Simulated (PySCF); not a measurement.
System: sum formula Si2H3Cl2, charge 0, multiplicity 2. It need not be the lowest isomer of its formula. 
Structure (B3LYP-D3(BJ)/def2-TZVP (Ansatz) minimum search):
```
Si
H 1 1.4798
H 1 1.4798 2 110.18
H 1 1.4817 2 110.34 3 -122.09
Si 1 2.3618 2 107.85 3 117.47
Cl 5 2.0767 1 108.66 2 179.37
Cl 5 2.0767 6 108.37 1 117.90
```
Charge 0, spin multiplicity 2.

Dispersion corrections to the total energy (kcal/mol) from the dftd3 and dftd4 libraries through PySCF: D3(BJ) without and D4 with the three-body term, each with the damping fitted for the functional named.

| functional | D3(BJ) | D4 |
|---|---|---|
| B2PLYP | -5.32 | -3.71 |
| BLYP | -12.07 | ___ |
| BP86 | -10.09 | -7.60 |
| TPSSh | ___ | -6.45 |
| BHLYP | ___ | -7.81 |
| B2GP-PLYP | -6.06 | -2.32 |
| CAM-B3LYP | -5.08 | -4.79 |

Question: What belongs in the gaps?

Answer: 
- BLYP, D4: -11.31
- TPSSh, D3(BJ): -6.54
- BHLYP, D3(BJ): -8.88
